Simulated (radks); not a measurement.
Values are calculated unless marked as measured or tabulated.
How relativity changes the ionisation of neutral cerium ([Xe] 4f1 5d1 6s2) to Ce+ ([Xe] 4f1 5d2). Spin-unpolarised spherical Kohn-Sham, PBEsol, point nucleus unless stated (finite: rms radius 4.8771 fm), a radial shooting solver on a logarithmic mesh with Libxc functionals. A level marked "c x" has the speed of light scaled by that factor and shares open shells by 2j + 1; other Dirac levels either fill j = l - 1/2 first or share by 2j + 1.

level,E(Ce) (hartree),E(Ce+) (hartree),IE (eV),HOMO,<r> HOMO (bohr)
non-rel.,-8566.1519,-8565.9668,5.035,6s,4.522
scalar-rel.,-8857.0979,-8856.8680,6.256,5d,2.950
"scalar-rel., finite nucleus",-8856.6797,-8856.4499,6.255,5d,2.950
"Dirac, 2j+1 shares",-8861.8206,-8861.5906,6.259,5d5/2,2.981
"Dirac, low j first",-8861.8321,-8861.6067,6.131,5d3/2,2.918
"Dirac, 2j+1 shares, finite nucleus",-8861.4005,-8861.1706,6.258,5d5/2,2.981
"Dirac, c x 1.25",-8749.0517,-8748.8387,5.795,5d5/2,2.917
"Dirac, c x 2",-8635.1546,-8634.9590,5.323,5d5/2,2.851
"Dirac, c x 3",-8596.4564,-8596.2668,5.162,6s1/2,4.502

NIST Atomic Spectra Database: 5.539 eV (measured). The relativistic part of the total energy of Ce is -295.2 hartree (Dirac, 2j+1 shares, finite nucleus), 3.4 % of the non-relativistic value. Spin polarisation and multiplet splitting of open shells are left out at every level.

Beside tabulated values, note that relativity, absent from the non-relativistic runs, is large for the heavy elements, and spin-unpolarised runs miss the spin-polarisation part of the exchange energy of open shells.
